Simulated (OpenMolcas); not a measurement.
# Ionisation energies of chromium

```
Program             : OpenMolcas
Basis               : ANO-RCC-VDZP [5s4p2d1f]
Scalar Hamiltonian  : DKH2, point nucleus
Spin-orbit coupling : RASSI with atomic mean-field integrals over the reference wave functions, term energies averaged over their components
```

Active shells in each charge state: the valence d, s shells, with orbitals averaged over the low states. Where CASPT2's correlated closed shells are named, they are those of the first ion.

A. CASSCF
B. SS-CASPT2, IPEA 0.25 Eh, imaginary shift 0.1 Eh (closed shells correlated: 3s 3p)
C. SS-CASPT2, IPEA 0 Eh, imaginary shift 0.1 Eh (closed shells correlated: 3s 3p)
D. SS-CASPT2, IPEA 0.25 Eh, imaginary shift 0.1 Eh (closed shells correlated: 2s 2p 3s 3p)

Energies in eV between the lowest computed levels, named as in B; reference values from the NIST Atomic Spectra Database with their kind.

```
          From              To       A       B       C       D  Spin-orbit share in B          Reference
 Cr 3d5 4s 7S3  Cr+ 3d5 6S 5/2   7.281   7.168   7.271   7.186                 +0.000   6.767 (measured)
Cr+ 3d5 6S 5/2    Cr2+ 3d4 5D0  14.271  16.433  16.589  16.425                 -0.048  16.486 (measured)
```

Error against the reference values, in %:

```json
{"From": "Cr", "Reference": "measured", "A": "+7.6", "B": "+5.9", "C": "+7.4", "D": "+6.2"}
{"From": "Cr+", "Reference": "measured", "A": "-13.4", "B": "-0.3", "C": "+0.6", "D": "-0.4"}
```

Mean absolute error over the 2 measured values: A 1.37 eV, B 0.23 eV, C 0.30 eV, D 0.24 eV.

The lowest level within the active space need not be the ion's true ground level.
